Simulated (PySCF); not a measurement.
HF$_{2}$OS (SMILES [OH+]=S(F)F), charge +1, singlet, at a GFN2-xTB geometry; MP2/cc-pVDZ (PySCF).

Here is a job for PySCF.
```python
from pyscf import gto, scf, mp

mol = gto.Mole()
mol.atom = '''
    O     1.292238   -0.536346    0.124384
    S    -0.122331   -0.085726    0.462428
    F    -0.980179   -0.706323   -0.735271
    F    -0.164806    1.398706   -0.129337
    H     1.924263   -0.569057   -0.612460
'''
mol.basis = 'cc-pvdz'
mol.charge = 1
mol.spin = 0
mol.verbose = 4
mol.build()

mf = scf.RHF(mol)
mf.kernel()

pt = mp.MP2(mf, frozen=8)
pt.kernel()
print('E(MP2) = %.10f' % pt.e_tot)
```

Problem. Write the output that PySCF gives for this input, abridged.

Solution. 
```
PySCF version 2.14.0

[INPUT] verbose = 4
[INPUT] num. atoms = 5
[INPUT] num. electrons = 42
[INPUT] charge = 1
[INPUT] spin (= nelec alpha-beta = 2S) = 0
[INPUT] symmetry False subgroup None
[INPUT] Mole.unit = angstrom
[INPUT] Symbol           X                Y                Z      unit          X                Y                Z       unit  Magmom
[INPUT]  1 O      1.292238000000  -0.536346000000   0.124384000000 AA    2.441975907756  -1.013547048006   0.235051694278 Bohr   0.0
[INPUT]  2 S     -0.122331000000  -0.085726000000   0.462428000000 AA   -0.231172086544  -0.161998661754   0.873862272330 Bohr   0.0
[INPUT]  3 F     -0.980179000000  -0.706323000000  -0.735271000000 AA   -1.852269863050  -1.334757025481  -1.389460817335 Bohr   0.0
[INPUT]  4 F     -0.164806000000   1.398706000000  -0.129337000000 AA   -0.311438203685   2.643171268786  -0.244411507773 Bohr   0.0
[INPUT]  5 H      1.924263000000  -0.569057000000  -0.612460000000 AA    3.636330061634  -1.075361879267  -1.157381662251 Bohr   0.0

nuclear repulsion = 200.663681374815
number of shells = 23
number of NR pGTOs = 126
number of NR cGTOs = 65
basis = cc-pvdz
ecp = {}

******** <class 'pyscf.scf.hf.RHF'> ********
method = RHF
initial guess = minao
damping factor = 0
level_shift factor = 0
DIIS = <class 'pyscf.scf.diis.CDIIS'>
diis_start_cycle = 1
diis_space = 8
diis_damp = 0
SCF conv_tol = 1e-09
SCF conv_tol_grad = None
SCF max_cycles = 50
direct_scf = True
direct_scf_tol = 1e-13
Set gradient conv threshold to 3.16228e-05
Initial guess from minao.
init E= -672.540280968283
  HOMO = -0.425260959466748  LUMO = 0.00444926593228345  gap/eV = 11.69301
cycle= 1 E= -671.281884498047  delta_E= 1.26  |g|= 0.853  |ddm|= 2.28
  HOMO = -0.868459475051355  LUMO = -0.275221580313726  gap/eV = 16.14283
cycle= 2 E= -671.40433987146  delta_E= -0.122  |g|= 0.49  |ddm|= 0.988
  HOMO = -0.842539483062476  LUMO = -0.192038571345287  gap/eV = 17.70103
cycle= 3 E= -671.446728319329  delta_E= -0.0424  |g|= 0.0821  |ddm|= 0.311
  HOMO = -0.827914913392245  LUMO = -0.172671660566047  gap/eV = 17.83008
cycle= 4 E= -671.448564207998  delta_E= -0.00184  |g|= 0.0253  |ddm|= 0.0717
  HOMO = -0.829723552243053  LUMO = -0.172066104081242  gap/eV = 17.89577
cycle= 5 E= -671.448933526522  delta_E= -0.000369  |g|= 0.00862  |ddm|= 0.0426
  HOMO = -0.829728929409216  LUMO = -0.171788032245617  gap/eV = 17.90348
cycle= 6 E= -671.448977946293  delta_E= -4.44e-05  |g|= 0.00446  |ddm|= 0.0145
  HOMO = -0.829298421362728  LUMO = -0.171434251729925  gap/eV = 17.90140
cycle= 7 E= -671.448987621234  delta_E= -9.67e-06  |g|= 0.000816  |ddm|= 0.00772
  HOMO = -0.829239443464524  LUMO = -0.171403112529815  gap/eV = 17.90064
cycle= 8 E= -671.448988038372  delta_E= -4.17e-07  |g|= 0.000179  |ddm|= 0.00169
  HOMO = -0.82919464668893  LUMO = -0.171378142825056  gap/eV = 17.90010
cycle= 9 E= -671.4489880572  delta_E= -1.88e-08  |g|= 4.76e-05  |ddm|= 0.000346
  HOMO = -0.829193733549777  LUMO = -0.171384843315152  gap/eV = 17.89989
cycle= 10 E= -671.448988059115  delta_E= -1.92e-09  |g|= 1.82e-05  |ddm|= 0.000103
  HOMO = -0.829193192418613  LUMO = -0.171385009714363  gap/eV = 17.89987
cycle= 11 E= -671.448988059423  delta_E= -3.08e-10  |g|= 3.32e-06  |ddm|= 4.83e-05
  HOMO = -0.829193126678073  LUMO = -0.171384790740483  gap/eV = 17.89988
Extra cycle  E= -671.448988059426  delta_E= -3.18e-12  |g|= 1.71e-06  |ddm|= 4.62e-06
converged SCF energy = -671.448988059426

******** <class 'pyscf.mp.mp2.RMP2'> ********
nocc = 13, nmo = 57
frozen orbitals 8
E(RMP2) = -672.153266482041  E_corr = -0.704278422614519
E(SCS-RMP2) = -672.128358013581  E_corr = -0.679369954155094
E_corr(same-spin) = -0.191266330364226
E_corr(oppo-spin) = -0.513012092250294
E(MP2) = -672.1532664820
```
